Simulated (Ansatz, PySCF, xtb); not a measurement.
Energy difference 4 R1 + R2 → 3 P1 + P2 + P3, each structure at its B3LYP-D3(BJ)/def2-TZVP stationary point, reached from a drawn start (curvature not checked).
P1: CH4 (SMILES C), charge 0, multiplicity 1.
R1, H2 (SMILES [H][H]) (charge 0, multiplicity 1):
```xyz
2

H      0.000     0.000     0.372
H      0.000     0.000    -0.372
```
P2: HF (SMILES F), charge 0, multiplicity 1.
P3: SiH4 (SMILES [SiH4]), charge 0, multiplicity 1.
R2: C3H9FSi (SMILES C[Si](C)(C)F), charge 0, multiplicity 1.

P less R. No zero-point or thermal terms.

The values were computed with Ansatz (a quantum-chemistry and plane-wave program) with Gaussian orbitals; PySCF for the D3/D4 terms; xtb for the GFN methods. No computed number here is a measurement.

Question: One of these levels gives -172.0 kJ/mol for the reaction energy. Name it.
(A) PBE-D4/def2-TZVPP
(B) r2SCAN/def2-TZVPP
(C) GFN2-xTB
(D) B97M-V/def2-TZVPP

Answer: C, GFN2-xTB. The others give 54.3 (PBE-D4/def2-TZVPP), 62.3 (r2SCAN/def2-TZVPP), 46.5 (B97M-V/def2-TZVPP)
